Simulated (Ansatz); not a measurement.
```xyz
5

C     0.0432   -0.0472   -0.6826
O     0.0315   -0.0475    0.6784
H    -0.0464    0.8526    0.9970
H     0.0444   -1.0439   -1.1296
H    -0.4060    0.7948   -1.2116
```

Basis set: STO-3G (spherical functions). Left uncorrelated: 2 orbitals. Charge 0, multiplicity 2.

Computed with Ansatz (development build ahead of 0.2.0); each method stands on the lowest determinant of its kind that the runs found.

The atomization energy at this shape (free ground-state atoms in the same class of orbitals less the molecule, no zero-point energy) of doublet CH₃O:

| method | atomization energy |
| --- | --- |
| UHF-MP2 | 15.65 eV |

What does UHF give?

13.89 eV.

This basis has no polarisation functions and is too small for such energies, which can lie far from measured ones in either direction.
